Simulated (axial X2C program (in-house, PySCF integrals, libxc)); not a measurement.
**PSe⁻: bond constants with and without spin–orbit coupling**

Calculated with an axial X2C code built on PySCF integrals. Spin-free means the one-electron spin-free X2C Hamiltonian; two-component (2c) means X2C with spin–orbit coupling and atomic mean-field two-electron Coulomb and Gaunt terms, so the difference of the two also holds small scalar two-electron terms. Basis: Se dyall-acv3z [9s10p7d5f1g], P dyall-av3z [9s8p3d2f] (cores contracted in-house); Gaussian nuclei, density fitting, unrestricted open shells. Masses: Se 79.917 u, P 30.974 u.

State, spin-free: M_S = 1, Λ = 0 (beyond evenly filled blocks: π+α, π-α); electrons by block: σα: 12, σβ: 12, π+α: 6, π+β: 5, π-α: 6, π-β: 5, δ+α: 1, δ+β: 1, δ-α: 1, δ-β: 1. Fragments: Se- + P.

State, 2c: Ω = 1 (⟨Sz⟩ = 1.00, ⟨Lz⟩ = 0.00 at PBE0); electrons by block: 1/2: 17, -1/2: 18, 3/2: 7, -3/2: 6, 5/2: 1, -5/2: 1. Fragments: Se- + P.

| Hamiltonian | level | Re (Å) | ωe (cm⁻¹) | αe (cm⁻¹) | De (eV) | D0 (eV) | k (mdyn/Å) | μ (D) |
| --- | --- | --- | --- | --- | --- | --- | --- | --- |
| spin-free | PBE0 | 2.143 | 473.9 | 0.000731 | 3.57 | 3.54 | 2.95 | -2.16 |
| spin-free | HF | 2.153 | 466.9 | 0.000778 | 1.73 | 1.70 | 2.87 | -1.14 |
| spin-free | CCSD | 2.156 | 466.1 | 0.000764 | 3.05 | 3.02 | 2.86 | n/a |
| spin-free | CCSD(T) | 2.163 | 459.2 | 0.000757 | 3.22 | 3.19 | 2.77 | n/a |
| spin-free | r2SCAN0 | 2.134 | 482.7 | 0.00073 | 3.46 | 3.43 | 3.06 | -2.07 |
| 2c | PBE0 | 2.143 | 472.9 | 0.000733 | 3.54 | 3.51 | 2.94 | -2.17 |
| 2c | HF | 2.154 | 465.7 | 0.000781 | 1.63 | 1.61 | 2.85 | -1.15 |
| 2c | CCSD | 2.157 | 465.1 | 0.000766 | 2.97 | 2.94 | 2.84 | n/a |
| 2c | CCSD(T) | 2.164 | 458.3 | 0.000758 | 3.13 | 3.11 | 2.76 | n/a |
| 2c | r2SCAN0 | 2.135 | 481.9 | 0.000732 | n/a | n/a | 3.05 | -2.07 |

Correlated methods: 12 electrons correlated (number of frozen shells: Se 3 s, 2 p, 1 d; P 2 s, 1 p), 246 virtual spin orbitals or spinors in MP2, 90 natural virtuals in coupled cluster.

Dipoles are positive if P is the positive end and refer to the centre of mass.

One determinant describes the state; a PBE0 search over occupations chose it and may have missed a lower one. De is counted from the lowest determinant-based energies of the atoms at the same level, without counterpoise correction. De is not given where an atomic determinant may have missed its ground term or J level, or where the truncated virtual space spoils (T). Density functionals use the spin component along the axis (collinear). CCSD and (T) use frozen natural virtuals with an MP2 correction for the truncation; (T) itself is uncorrected, so its De runs slightly low. Other states lie close and PBE0, whose exact exchange favours high spin, may order them wrongly; the determinant shown need not be the ground state. The nearest other spin-free determinant of the search, M_S = 0, Λ = 2, lies 0.64 eV up at the distance of the search. The functionals have no current-density term, which raises determinants with orbital currents, atoms included. With several unpaired electrons one determinant need not be a pure state. Open-shell Ω = 0 determinants with evenly filled partner blocks cannot be reached by this program, so the Ω shown need not be the lowest component. This is the Ω = 1 component of a π² triplet; the 0⁺ component is not one determinant and can lie lowest. The highest occupied level of some functionals is positive through self-interaction error; at Hartree–Fock it is bound. Hartree–Fock gets electron affinities wrong, so its lowest charge split need not be the true one.

No reliable constants came from MP2 (2c), MP2 (spin-free): no minimum in range, unconverged points, a curve that is not smooth, a change of character along it, or the two Hamiltonians disagreeing along it.

Rough cost a point (2c) on 1 thread(s) of a shared host, integrals apart: PBE0 0.7 s, HF 0.5 s, CCSD(T) 6 s, r2SCAN0 1 s.

The whole task took 3 min on 1 thread of Intel(R) Xeon(R) 6975P-C (Granite Rapids), on a shared host.
